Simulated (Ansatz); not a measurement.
A CCSD(T) single point on `CC(C)(C)[O][Sn][O]C(C)(C)C`.

```yaml
crystal:
  periodic: [false, false, false]
  atoms:
    - {symbol: C, position_ang: [-1.506455, -1.587002, -1.889117]}
    - {symbol: C, position_ang: [-2.021646, -0.633768, -0.816960]}
    - {symbol: C, position_ang: [-2.565715, -1.423090, 0.368564]}
    - {symbol: C, position_ang: [-3.117958, 0.253210, -1.396601]}
    - {symbol: O, position_ang: [-0.919251, 0.121334, -0.361824]}
    - {symbol: Sn, position_ang: [-0.656227, 2.087437, -0.188540]}
    - {symbol: O, position_ang: [1.166537, 2.007570, 0.533152]}
    - {symbol: C, position_ang: [2.094211, 0.984063, 0.860597]}
    - {symbol: C, position_ang: [3.339739, 1.688383, 1.380886]}
    - {symbol: C, position_ang: [2.428659, 0.173282, -0.385747]}
    - {symbol: C, position_ang: [1.508241, 0.082566, 1.940627]}
    - {symbol: H, position_ang: [-0.707568, -2.208975, -1.480746]}
    - {symbol: H, position_ang: [-1.102239, -1.022837, -2.732949]}
    - {symbol: H, position_ang: [-2.302678, -2.239109, -2.257244]}
    - {symbol: H, position_ang: [-3.392074, -2.072642, 0.068674]}
    - {symbol: H, position_ang: [-2.925634, -0.741817, 1.143657]}
    - {symbol: H, position_ang: [-1.775220, -2.041409, 0.798215]}
    - {symbol: H, position_ang: [-3.955165, -0.346894, -1.760477]}
    - {symbol: H, position_ang: [-3.508081, 0.941520, -0.640165]}
    - {symbol: H, position_ang: [-2.738223, 0.841247, -2.237986]}
    - {symbol: H, position_ang: [4.112013, 0.966253, 1.658226]}
    - {symbol: H, position_ang: [3.743496, 2.353219, 0.614344]}
    - {symbol: H, position_ang: [3.092832, 2.288954, 2.258935]}
    - {symbol: H, position_ang: [1.534612, -0.328226, -0.760697]}
    - {symbol: H, position_ang: [3.186168, -0.583607, -0.166182]}
    - {symbol: H, position_ang: [2.820024, 0.832111, -1.165054]}
    - {symbol: H, position_ang: [0.613165, -0.418901, 1.568188]}
    - {symbol: H, position_ang: [2.231282, -0.677609, 2.247652]}
    - {symbol: H, position_ang: [1.243456, 0.676636, 2.818970]}
basis:
  gaussian: {orbitals: def2-SVP}
correlation: {method: ccsd_t}
```

```sh
$ ansatz run in.yaml --threads 11 --pin off --events-out ev --progress --plain --max-ram 174080MiB --backend cuda --devices 0, --max-vram 75GiB
```

Log, shortened:

```
Functional definition: HF
2693 factors; integrals over basis functions are off by at most 1.3e-3 eV
mean field evaluation 1: about -18390.9266 eV, gradient 6.0e1 eV
mean field evaluation 2: about -18390.9499 eV, gradient 6.0e1 eV
mean field evaluation 4: about -18400.1899 eV, gradient 8.4e0 eV
mean field evaluation 8: about -18400.3752 eV, gradient 3.4e-1 eV
mean field evaluation 16: about -18400.1638 eV, gradient 8.4e0 eV
mean field -18400.37588962 eV, -676.2013417208 hartree, gradient 1.3e-6 eV, S^2 0.000000; 0 other end points of the search recorded, 0 dependent functions left out
14 core orbitals not correlated: weight in the atoms' cores, before any rotation towards them, 1.000 or more for the frozen orbitals, at most 0.000 for the correlated occupied ones
reference -18400.37588962 eV, -676.2013417208 hartree; 38, 38 occupied and 204, 204 virtual orbitals, 2693 factors
second order -44.31101979 eV of doubles, -0.00000000 eV of singles
cycle   1  -45.88371206 eV  change    -1.6e0 eV  update   1.8e-1
cycle   2  -47.04225562 eV  change    -1.2e0 eV  update   5.9e-2
cycle   3  -47.43481228 eV  change   -3.9e-1 eV  update   3.7e-2
cycle   4  -47.44246689 eV  change   -7.7e-3 eV  update   1.2e-2
cycle   5  -47.43589759 eV  change    6.6e-3 eV  update   6.5e-3
cycle   6  -47.43727279 eV  change   -1.4e-3 eV  update   2.5e-3
cycle   7  -47.43598815 eV  change    1.3e-3 eV  update   9.0e-4
cycle   8  -47.43564628 eV  change    3.4e-4 eV  update   2.4e-4
cycle   9  -47.43572248 eV  change   -7.6e-5 eV  update   1.0e-4
cycle  10  -47.43571605 eV  change    6.4e-6 eV  update   3.8e-5
perturbative correction -1.50923781 eV, -0.0554634666 hartree
Total energy: -18449.32084348 eV, -678.0000355991 hartree
```

Hardware: 11 threads of an AMD EPYC 7R13 on a shared host and a whole NVIDIA H100 80 GB. Wall time 10 s, peak host memory 1.6 GiB.

Correlation energy per correlated electron: -0.644 eV. T1 diagnostic: 0.0139.
